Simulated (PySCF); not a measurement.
H9PSi3, charge -1, doublet, at a GFN2-xTB geometry (a state made from the parent by changing its charge; the spin is typed, not shown lowest) (in this run its highest filled SCF level lies above zero, so its values depend strongly on the basis, on diffuse functions most of all). Base run: BLYP/6-31G (PySCF).

Geometry (Å):
```xyz
13

Si    -0.6870     1.6557    -0.8846
P      0.4090    -0.2202    -0.7239
Si     1.5338     0.0878     1.5279
Si    -1.1834    -1.5567    -0.0742
H      0.0178     2.5353    -1.8266
H     -0.8637     2.4337     0.3587
H     -2.0476     1.4740    -1.4167
H      2.6546     0.8822     0.9949
H      1.9816    -1.3163     1.5882
H      1.6063     0.4521     2.9861
H     -0.8410    -2.9281    -0.4739
H     -2.4802    -1.2476    -0.6972
H     -1.4514    -1.5988     1.3773
```
Charge -1, spin multiplicity 2.
Orbitals are unrestricted.
All else is at PySCF's defaults.

The base run was repeated with changes; each row names its change, and settings that it needs were set with it.

```csv
change,E (Eh),HOMO (eV),<S^2>,core-seconds (rough)
base,-1214.98074,2.00,0.751,20
functional = x3lyp,-1214.92120,1.13,0.752,20
functional = b3lyp,-1215.10962,1.14,0.752,20
functional = hse06,-1214.58806,1.26,0.753,60
functional = camb3lyp,-1215.02048,-0.09,0.753,50
functional = b3lyp; dispersion = d4,-1215.13585,1.14,0.752,20
functional = wb97x,-1214.99223,-0.97,0.754,50
functional = lc_wpbe,-1214.63247,-1.32,0.756,60
functional = r2scan,-1214.92481,1.53,0.754,30
functional = pbe0; dispersion = d4,-1214.54015,0.89,0.753,20
functional = b3lyp; dispersion = d3bjm,-1215.14662,1.14,0.752,20
functional = pbe0; dispersion = d3bjm,-1214.55549,0.89,0.753,20
functional = hf,-1212.48588,-1.17,0.760,3
```

Totals shift with the method and basis; they matter in differences.

Open shells are given as the SCF converged; they aren't shown to be the lowest states, and a large step between rows can be another state.
